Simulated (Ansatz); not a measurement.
C₂H₇ClSn, SMILES `[CH3][SnH2][CH2]Cl`, relaxed with RKS PBE-D4/def2-SVP in the Gaussian-basis code of Ansatz from a rough embedded geometry. The force threshold is 0.03 eV/Å; the program also tests the step.

Charge 0, multiplicity 1. Sn takes the def2 core potential.

Start:

```xyz
11

C     0.657    0.733    1.418
Sn    0.523    0.334   -0.626
C    -1.024   -1.083   -0.915
Cl   -2.536   -0.533   -0.331
H    -0.279    1.193    1.811
H     1.489    1.523    1.639
H     0.921   -0.178    2.020
H     2.072   -0.353   -1.197
H     0.108    1.768   -1.474
H    -0.793   -2.058   -0.355
H    -1.139   -1.346   -1.989
```

| step | energy (eV) | largest force (eV/Å) | largest move (Å) |
| --- | --- | --- | --- |
| 1 | -20527.3753 | 2.603 | 0.000 |
| 2 | -20527.6081 | 0.996 | 0.116 |
| 3 | -20527.6539 | 0.509 | 0.080 |
| 4 | -20527.6683 | 0.068 | 0.063 |
| 5 | -20527.6701 | 0.018 | 0.048 |
| 6 | -20527.6708 | 0.066 | 0.070 |
| 7 | -20527.6713 | 0.029 | 0.017 |
| 8 | -20527.6717 | 0.015 | 0.043 |
| 9 | -20527.6718 | 0.037 | 0.042 |
| 10 | -20527.6719 | 0.018 | 0.009 |

End:

```xyz
11

C     0.665    0.760    1.472
Sn    0.619    0.307   -0.643
C    -1.039   -1.100   -0.929
Cl   -2.526   -0.418   -0.165
H    -0.383    0.861    1.816
H     1.210    1.705    1.659
H     1.156   -0.062    2.027
H     2.098   -0.420   -1.194
H     0.279    1.714   -1.591
H    -0.826   -2.074   -0.449
H    -1.253   -1.272   -2.001
```

Run time 12 s (4 threads of an Arm Neoverse V1 on a shared host); peak host memory 0.15 GiB.
